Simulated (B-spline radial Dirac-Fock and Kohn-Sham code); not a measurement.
**Electron momentum distribution of W⁴⁴⁺: Compton profiles**

System: W⁴⁴⁺, configuration [Ar] 3d10 4s2.

Method: the impulse approximation on Dirac-Fock orbitals of the configuration average with a finite nucleus. Computed with a radial B-spline solver. pz is in atomic units of momentum; subshell profiles are per electron, for a selection of subshells; open shells are spread over both j values by their weights.

```csv
pz,J total,J 2p3/2,J 3p1/2,J 3p3/2,J 4s1/2
1.9,1.125,0.0195,0.0453,0.0480,0.0915
2.8,1.044,0.0195,0.0449,0.0475,0.0609
4,0.9462,0.0194,0.0436,0.0458,0.0314
5.8,0.8396,0.0193,0.0392,0.0402,0.0182
8.3,0.6956,0.0189,0.0287,0.0278,0.0161
12,0.4657,0.0176,0.0128,0.0110,0.00483
17,0.2649,0.0144,0.00317,0.00277,0.00200
25,0.1180,0.00859,0.00176,0.00204,0.000958
36,0.04677,0.00335,0.00120,0.00111,0.000110
53,0.01608,0.000708,0.000339,0.000242,6.16e-05
76,0.005523,0.000106,6.37e-05,3.43e-05,3.39e-05
110,0.001610,1.13e-05,9.22e-06,3.46e-06,1.01e-05
```

Task: What is the peak value J(0), and which subshell contributes most to it?

Result: J(0) = 1.222. The 4s1/2 subshell gives the largest part, 21 %.

Mean momentum ⟨p⟩ by subshell (a.u.): 1s1/2 77.0, 2s1/2 27.6, 2p1/2 36.4, 2p3/2 32.2, 3s1/2 14.3, 3p1/2 17.0, 3p3/2 15.8, 3d3/2 18.9, 3d5/2 18.4, 4s1/2 8.90.
